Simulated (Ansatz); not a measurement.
`[OH][Al]([F])[F]` + NH₃ → `[NH2][Al]([OH])[F]` + H–F at 600 K and 1 bar (ligand exchange at the Al–F bond).

Computed with Ansatz on PBE0-D4/def2-TZVP structures; ΔE is electronic, products minus reactants. CCSD(T)/CBS adds triple-zeta CCSD(T) − MP2 to the extrapolated MP2 energy (def2 sets, frozen cores). This one scheme is used for every species. One conformer a species, not always the lowest.

| species | CCSD(T)/CBS energy (Eh) | H − E (kJ/mol) | S (J/(mol·K)) |
| --- | --- | --- | --- |
| `[OH][Al]([F])[F]` | -517.59653 | 90.4 | 356.5 |
| NH₃ | -56.50880 | 112.4 | 219.5 |
| `[NH2][Al]([OH])[F]` | -473.67557 | 160.3 | 387.1 |
| H–F | -100.39570 | 42.3 | 194.0 |

H − E and S are ideal-gas, rigid-rotor, harmonic terms from PBE0-D4/def2-TZVP, for one conformer and one mirror image of each species. 1 Eh = 2625.50 kJ/mol, R = 8.31446 J/(mol·K).

Task: By hand: ΔE, ΔH, ΔS and ΔG.

Result: ΔE = (-473.67557) + (-100.39570) − (-517.59653) − (-56.50880) = 0.03406 Eh = 89.4 kJ/mol. Δ(H − E) = 160.3 + 42.3 − 90.4 − 112.4 = -0.2, so ΔH = 89.2 kJ/mol. ΔS = 387.1 + 194.0 − 356.5 − 219.5 = 5.1 J/(mol·K). ΔG = 89.2 − 600 × (5.1)/1000 = 86.1 kJ/mol.

Task: By hand: the equilibrium constant, and the temperature at which ΔG would vanish if ΔH and ΔS stayed fixed.

Result: log₁₀ K = −ΔG/(RT ln 10) = -7.5. ΔG = 0 at ΔH/ΔS = 17490 K, far beyond where these terms or the molecules hold.

The number of gas molecules stays the same, so ΔS is small and ΔH decides. A doubt of 5 kJ/mol in ΔE shifts log₁₀ K by 0.4 here. Other conformers and mirror images would add mixing entropy, several J/(mol·K) or more a flexible species. These are equilibria of isolated gas molecules and say nothing of rates. Largest T1 diagnostic: 0.013 (customary marks: 0.02 for closed shells, 0.045 for open ones).
